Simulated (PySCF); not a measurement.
Molecule: SMILES C=C[Si@@H]1C[SiH2][C@@H]1C, C₅H₁₂Si₂.

Bonds (- single, = double, # triple, : aromatic): C1=C2, C2-Si3, Si3-C4, C4-Si5, Si5-C6, C6-C7, C6-Si3. C1 carries H8, H9; C2 carries H10; Si3 carries H11; C4 carries H12, H13; Si5 carries H14, H15; C6 carries H16; C7 carries H17, H18, H19. Stereochemistry as in C=C[Si@@H]1C[SiH2][C@@H]1C. H12, H14 are cis to C2 on the ring; H8 is cis to Si3; H13, H15 are trans to C2 on the ring; H9 is trans to Si3.

Frames of a GFN2-xTB Langevin trajectory at 400 K; GIAO PBE0/pcSseg-1 shieldings in PySCF 2.14.0 with density-fitted response routines, gas phase, non-relativistic; equivalent atoms averaged within each frame.

Chemical shifts δ = σref − σ; TMS for $^{13}$C (σ = 186.93 ppm) and $^{29}$Si (σ = 349.16 ppm) and $^{1}$H (σ = 31.72 ppm), all at this level. The references are static minima.

How do the shifts (ppm) fluctuate along the trajectory?

## Answers


```csv
time (fs),C2,C1,C6,C7,C4,Si3,Si5,H10,H9,H8
250,145.0,139.7,30.3,25.3,1.2,-21.3,-34.8,7.47,6.40,6.26
425,148.9,151.4,21.1,18.3,-7.8,-22.2,-34.3,7.36,6.58,6.26
625,150.3,143.6,23.2,15.6,-4.4,-5.5,-24.2,7.77,6.45,7.26
800,148.4,152.1,17.8,11.6,-1.3,-3.8,-20.4,7.10,7.21,7.27
1000,140.6,140.6,19.8,17.1,-17.8,-14.3,-21.0,7.38,6.52,7.55
mean of frames,146.6,145.5,22.5,17.6,-6.0,-13.4,-26.9,7.42,6.63,6.92
standard deviation,3.9,5.9,4.8,5.0,7.4,8.6,7.1,0.24,0.33,0.61
```

5 frames give an uncertainty of the mean of about the standard deviation over 2.2 at best, since frames this close in time may not be independent; classical motion lacks zero-point vibration, and the reference would need the same averaging.
